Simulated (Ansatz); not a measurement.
# Reading a saddle point

A first-order saddle point of AlBH₄OF₂, closed shell, PBE0-D4/def2-TZVP, with one imaginary mode of 89i cm⁻¹:

| atom | x (Å) | y (Å) | z (Å) |
| --- | --- | --- | --- |
| Al1 | -1.4150 | -0.0199 | -0.1423 |
| O2 | 0.5138 | -0.7978 | 0.0467 |
| H3 | -1.6789 | -0.6960 | -1.5628 |
| H4 | -2.1965 | -0.4970 | 1.1501 |
| B5 | 1.3288 | 0.2798 | 0.3756 |
| H6 | -0.7681 | 1.4552 | -0.1572 |
| F7 | 2.2143 | 0.7151 | -0.4899 |
| F8 | 1.2820 | 0.7405 | 1.5956 |
| H9 | 0.7197 | -1.1801 | -0.8158 |

Computed with Ansatz 0.2.0 (basis: def2-TZVPP and def2-QZVPP); correlated methods freeze the cores. Extrapolation: Hartree–Fock as exp(−7.88 √X), correlation as X^−2.97.

Which contacts change along the imaginary mode, and what lies on either side? (A judgement: the text doesn't fix the answer.)

The calculation gives: The step is AlH₃O ([OH][AlH2]) + BHF₂ ([F][BH][F]) → BHOF₂ ([OH][B]([F])[F]) + AlH₃ (still joined by a long Al–O bond), with the molecules in contact on both sides. Shortening one way: Al1–H6, O2–B5; lengthening the same way: Al1–O2, B5–H6.
| pair | one side (Å) | saddle (Å) | other side (Å) |
| --- | --- | --- | --- |
| Al1–H6 | 1.77 | 1.61 | 1.59 |
| O2–B5 | 1.53 | 1.39 | 1.37 |
| Al1–O2 | 1.85 | 2.09 | 2.08 |
| B5–H6 | 1.34 | 2.46 | 3.58 |

Which side is lower, and how far does the saddle lie above each? (To be estimated.)

The calculation gives: The side with Al1–O2, B5–H6 short is lower by 8.65 kcal/mol; the saddle lies 10.37 kcal/mol above it and 1.72 kcal/mol above the other (CCSD(T) at an estimated basis limit (MP2 extrapolated from triple and quadruple zeta, plus CCSD(T) − MP2 in triple zeta); electronic energies).

T1 diagnostic: at most 0.013.

Ligand swaps between two centres remove the fluorinated layer in thermal atomic layer etching, and scramble precursors in the gas phase.

Labels in which every atom is bracketed show which atoms are joined, not bond orders.

For scale, one of the runs: CCSD(T)/def2-TZVPP, 222 basis functions, launched by `ansatz run in.yaml --threads 4 --pin off --events-out ev --progress --plain --max-ram 9574MiB`. Hardware: 4 CPU threads of an Intel Xeon Platinum 8375C, shared host. Wall time 54 s; peak host memory 3.7 GiB.
